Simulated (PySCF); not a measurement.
PySCF input for C3H11BSi, SMILES CB(C)C[SiH3], PBE0/pcSseg-1. Geometry optimised at PBE0-D3(BJ)/def2-SVP. This is a generated structure with no PubChem entry under its InChIKey; it may be hypothetical. Other conformers were not sampled.

```python
import numpy as np
from pyscf import gto, scf, dft
from pyscf.prop.nmr import rks as nmr

mol = gto.M(
    atom='''
    Si    1.79848937   -0.30443400   -0.11695441
    C     0.29268540   -0.12734815    1.01024125
    B    -0.96344412    0.15217548    0.12058840
    C    -1.41450030    1.63623104   -0.14824782
    C    -1.75282775   -1.03384063   -0.54964225
    H     3.03737894   -0.53103122    0.68992468
    H     1.99486992    0.93114056   -0.93731763
    H     1.62811417   -1.46032584   -1.05075559
    H     0.22936078   -1.07557846    1.57008599
    H     0.53260285    0.69648130    1.70343385
    H    -1.95824990    1.77924769   -1.09468900
    H    -2.13159606    1.88287008    0.65963535
    H    -0.60295382    2.37651441   -0.07462028
    H    -2.83984205   -0.85195117   -0.56930172
    H    -1.44564542   -1.06755857   -1.61300796
    H    -1.55781397   -2.02886382   -0.12307488
    ''',
    basis='pcSseg-1',
    charge=0,
    spin=0,
    max_memory=1600,
    verbose=3,
)
mf = dft.RKS(mol, xc='pbe0')
mf.grids.level = 3
mf.conv_tol = 1e-10
mf.max_cycle = 100
mf.kernel()
n = nmr.NMR(mf)
n.verbose = 2
n.max_cycle_cphf = 60
sigma = n.kernel()
print('atom   isotropic/ppm   span/ppm')
for i, s in enumerate(sigma):
    w = np.linalg.eigvalsh((s + s.T) / 2)
    print(f'{mol.atom_symbol(i):2s}{i + 1:3d} {w.mean():14.3f} {w[2] - w[0]:11.3f}')
```

Log of the run:

```
converged SCF energy = -434.955610070613
atom   isotropic/ppm   span/ppm
Si  1        422.065      75.198
C   2        166.166      46.413
B   3         16.433     161.349
C   4        169.059      30.908
C   5        168.929      34.489
H   6         27.151       8.468
H   7         27.500       7.973
H   8         27.483       8.163
H   9         30.033       8.723
H  10         30.081       8.453
H  11         30.365       8.281
H  12         30.749       9.374
H  13         30.271       7.751
H  14         30.190       8.806
H  15         30.660       7.835
H  16         30.370       8.446
```

The run converged.
